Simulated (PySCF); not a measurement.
Method: TPSSh-D3(BJ)/def2-TZVP // PBE-D3(BJ)/def2-SVP (PySCF). Gas-phase values, no solvent. 

Reference species: [Ta(Cl)(F)4] (neutral, multiplicity 1).

```
Property                                                        Result
------------------------------------------------------------  --------
LUMO                                                          -3.17 eV
charge on the central atom (Mulliken)                           1.63 e
mean distance from the central atom to its bonded neighbours   1.964 Å
```

Changed species: [Ta(Cl)5] (0 of 5 Cl replaced by F; the reference has 4 of 5 Cl replaced by F).

Question: What does the change do to the LUMO, charge on the central atom (Mulliken) and mean distance from the central atom to its bonded neighbours?

Answer: the LUMO falls by 1.06 eV, to -4.23 eV; the charge on the central atom (Mulliken) falls by 0.43 e, to 1.20 e; the mean distance from the central atom to its bonded neighbours increases by 0.354 Å, to 2.318 Å.
